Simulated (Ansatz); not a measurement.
`[H]/C=C/c1ccc(/C=C/c2ccc(/C=C/c3ccc(/C=C/c4ccc(/C=C/c5ccc(/C=C/c6ccccc6)cc5)cc4)cc3)cc2)cc1`. The state is a triplet with charge 0. Geometry PBE-D4/def2-SVP, that of the neutral singlet; atoms count from 1.

```xyz
86

H    -7.428  -13.984   13.147
C    -6.819  -13.394   12.445
C    -7.369  -12.387   11.730
C    -6.701  -11.513   10.758
C    -7.451  -10.505   10.101
C    -6.868   -9.644    9.173
C    -5.491   -9.744    8.847
C    -4.819   -8.866    7.895
C    -5.371   -7.816    7.219
C    -4.701   -6.928    6.280
C    -3.336   -7.064    5.903
C    -2.737   -6.180    5.014
C    -3.461   -5.098    4.440
C    -2.875   -4.135    3.519
C    -1.587   -4.114    3.065
C    -0.987   -3.141    2.165
C     0.381   -3.272    1.816
C     1.009   -2.354    0.975
C     0.308   -1.248    0.430
C     1.019   -0.309   -0.424
C     0.518    0.820   -1.008
C     1.246    1.763   -1.846
C     0.565    2.893   -2.374
C     1.210    3.832   -3.174
C     2.586    3.699   -3.497
C     3.318    4.642   -4.330
C     2.822    5.760   -4.936
C     3.552    6.698   -5.778
C     4.940    6.594   -6.055
C     5.579    7.515   -6.881
C     4.880    8.595   -7.482
C     5.604    9.516   -8.350
C     5.085   10.569   -9.042
C     5.808   11.486   -9.922
C     7.204   11.404  -10.159
C     7.842   12.305  -11.016
C     7.109   13.317  -11.663
C     5.726   13.416  -11.440
C     5.087   12.513  -10.582
C     3.495    8.706   -7.196
C     2.856    7.786   -6.370
C     3.267    2.569   -2.968
C     2.622    1.630   -2.169
C    -1.068   -1.123    0.770
C    -1.694   -2.038    1.609
C    -4.824   -4.968    4.809
C    -5.425   -5.856    5.700
C    -4.743  -10.759    9.501
C    -5.327  -11.617   10.430
H    -5.758  -13.675   12.356
H    -8.442  -12.173   11.879
H    -8.524  -10.404   10.335
H    -7.492   -8.879    8.688
H    -3.752   -9.096    7.733
H    -6.436   -7.584    7.388
H    -2.734   -7.885    6.322
H    -1.677   -6.323    4.757
H    -3.568   -3.348    3.175
H    -0.897   -4.904    3.409
H     0.956   -4.117    2.227
H     2.074   -2.483    0.728
H     2.081   -0.559   -0.591
H    -0.543    1.075   -0.842
H    -0.503    3.025   -2.139
H     0.637    4.689   -3.558
H     4.385    4.396   -4.473
H     1.753    6.001   -4.802
H     5.528    5.775   -5.613
H     6.658    7.407   -7.080
H     6.683    9.302   -8.447
H     4.004   10.774   -8.957
H     7.799   10.621   -9.664
H     8.927   12.221  -11.183
H     7.615   14.024  -12.337
H     5.141   14.203  -11.940
H     4.002   12.594  -10.411
H     2.910    9.530   -7.630
H     1.779    7.897   -6.166
H     4.336    2.439   -3.202
H     3.196    0.775   -1.783
H    -1.655   -0.285    0.366
H    -2.759   -1.898    1.845
H    -5.414   -4.142    4.382
H    -6.485   -5.724    5.969
H    -3.671  -10.862    9.265
H    -4.707  -12.387   10.914
```

Single mean-field runs in def2-SVP are fitted with def2-universal-jkfit. At PBE0-D4/def2-SVP a singlet of charge 0 lies 1.85 eV below the triplet at the same geometry.

Problem. Estimate the Mulliken populations of the heavy atoms from the PBE0/def2-SVP orbitals of Ansatz.

Solution. 
```
atom  charge (e)  spin (α − β)
  C2       -0.08          0.04
  C3       -0.03         -0.02
  C4        0.01          0.05
  C5       -0.03         -0.03
  C6       -0.02          0.04
  C7        0.02         -0.04
  C8       -0.01          0.12
  C9       -0.01         -0.09
 C10        0.02          0.14
 C11       -0.02         -0.08
 C12       -0.02          0.10
 C13        0.02         -0.09
 C14       -0.01          0.29
 C15       -0.01         -0.12
 C16        0.02          0.27
 C17       -0.04         -0.07
 C18       -0.03          0.15
 C19        0.02          0.03
 C20       -0.01          0.27
 C21       -0.01          0.26
 C22        0.02          0.04
 C23       -0.03          0.10
 C24       -0.02         -0.05
 C25        0.02          0.27
 C26       -0.02         -0.11
 C27       -0.01          0.29
 C28        0.02         -0.09
 C29       -0.02          0.12
 C30       -0.04         -0.08
 C31        0.02          0.14
 C32       -0.01         -0.08
 C33       -0.01          0.12
 C34        0.02         -0.04
 C35       -0.03          0.04
 C36       -0.02         -0.02
 C37       -0.02          0.04
 C38       -0.02         -0.02
 C39       -0.05          0.04
 C40       -0.02         -0.08
 C41       -0.04          0.10
 C42       -0.03         -0.10
 C43       -0.03          0.18
 C44       -0.03          0.14
 C45       -0.02         -0.09
 C46       -0.03          0.11
 C47       -0.04         -0.08
 C48       -0.04          0.04
 C49       -0.02         -0.03
```
Mulliken values depend strongly on the basis.

Problem. Where does the spin sit?

Solution. Summed by element: H -0.09, C 2.09, of 2 unpaired in all. Largest on single atoms: C27 0.29, C14 0.29, C20 0.27.

Problem. And the Mayer bond orders between heavy atoms (over 0.3, the first 40 of 53)?

Solution. C2–C3 1.92 (1.35 Å); C3–C4 1.09 (1.47 Å); C4–C5 1.33 (1.42 Å); C4–C49 1.34 (1.42 Å); C5–C6 1.44 (1.39 Å); C6–C7 1.33 (1.42 Å); C7–C8 1.12 (1.46 Å); C7–C48 1.31 (1.42 Å); C8–C9 1.66 (1.36 Å); C9–C10 1.14 (1.46 Å); C10–C11 1.29 (1.42 Å); C10–C47 1.31 (1.42 Å); C11–C12 1.49 (1.39 Å); C12–C13 1.27 (1.42 Å); C13–C14 1.17 (1.46 Å); C13–C46 1.30 (1.42 Å); C14–C15 1.52 (1.37 Å); C15–C16 1.22 (1.46 Å); C16–C17 1.23 (1.42 Å); C16–C45 1.22 (1.42 Å); C17–C18 1.51 (1.39 Å); C18–C19 1.20 (1.42 Å); C19–C20 1.32 (1.46 Å); C19–C44 1.19 (1.42 Å); C20–C21 1.29 (1.37 Å); C21–C22 1.32 (1.46 Å); C22–C23 1.20 (1.42 Å); C22–C43 1.19 (1.42 Å); C23–C24 1.54 (1.39 Å); C24–C25 1.21 (1.42 Å); C25–C26 1.22 (1.46 Å); C25–C42 1.23 (1.42 Å); C26–C27 1.52 (1.37 Å); C27–C28 1.16 (1.46 Å); C28–C29 1.29 (1.42 Å); C28–C41 1.28 (1.42 Å); C29–C30 1.46 (1.39 Å); C30–C31 1.30 (1.42 Å); C31–C32 1.13 (1.46 Å); C31–C40 1.30 (1.42 Å).
